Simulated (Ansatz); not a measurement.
Reaction (ligand exchange at a B–N bond): `BNB` + `[OH][Ga]([Cl])[O][SiH3]` → `B[O][Ga]([Cl])[O][SiH3]` + `BN`

Isolated molecules relaxed with PBE0-D4/def2-TZVP in Ansatz; ΔE leaves out vibrations. CBS: MP2 limit from def2 TZ/QZ plus the TZ coupled-cluster correction, frozen cores. This one scheme is used for every species. DFT in def2-TZVPP. For Ga outer-core shells are correlated without core-valence functions, which leaves a few kJ/mol of doubt a bond. Scalar relativity is left out up to krypton. Each species was taken in one conformer, which may not be the lowest.

`BNB`:

Z-matrix (Å, degrees):
```
B
N 1 1.417
H 1 1.197 2 119.5
H 1 1.194 2 118.5 3 180.0
B 2 1.417 1 125.8 3 -180.0
H 2 1.011 1 117.1 3 0.0
H 5 1.197 2 119.4 1 -180.0
H 5 1.194 2 118.5 1 -0.0
```

`[OH][Ga]([Cl])[O][SiH3]`:

```xyz
9

O    -0.899   -1.444    2.432
Ga   -0.874   -0.262    1.123
Cl   -2.400    1.195    0.990
O     0.428   -0.307   -0.067
Si    0.867    0.530   -1.407
H    -0.158   -2.055    2.391
H    -0.153    0.382   -2.480
H     1.026    1.978   -1.101
H     2.162   -0.016   -1.882
```

`B[O][Ga]([Cl])[O][SiH3]`:

Z-matrix (Å, degrees):
```
Si
O 1 1.640
H 1 1.487 2 110.7
H 1 1.484 2 107.7 3 -119.5
H 1 1.487 2 110.8 3 121.0
Ga 2 1.752 1 142.7 3 -67.4
O 6 1.787 2 122.5 1 1.4
Cl 6 2.104 2 119.9 1 -178.0
B 7 1.347 6 125.2 2 7.5
H 9 1.207 7 121.1 6 0.9
H 9 1.200 7 117.9 6 -179.2
```

`BN`:

```xyz
6

B    -0.315   -0.081    0.600
N     0.324    0.084   -0.617
H     0.075    0.536    1.549
H    -1.241   -0.837    0.672
H     0.049   -0.402   -1.454
H     1.107    0.701   -0.750
```

```csv
level,ΔE (kJ/mol)
PBE-D4,-32.0
ωB97M-V,-32.0
B2PLYP,-31.1
r2SCAN,-31.6
PBE0,-28.9
HF/def2-TZVPP,-30.0
MP2/def2-TZVPP,-29.8
HF/def2-QZVPP,-30.3
```

Q: What does CCSD(T)/CBS give? (An estimate is asked.)

A: The calculation gave: -29.4 kJ/mol. The listed levels differ from it by -2.6, -2.6, -1.7, -2.2, 0.5, -0.6, -0.4, -0.9 kJ/mol.

Largest T1 diagnostic among the species: 0.014.

The D4 term adds −3.2 kJ/mol with B3LYP and −2.0 kJ/mol with PBE0; it sums over pairs of atoms, weighted by their polarisabilities, and B3LYP, whose exchange is more repulsive, gets the larger term.

B3LYP here is the variant with VWN-RPA as its local correlation; programs differ in this.
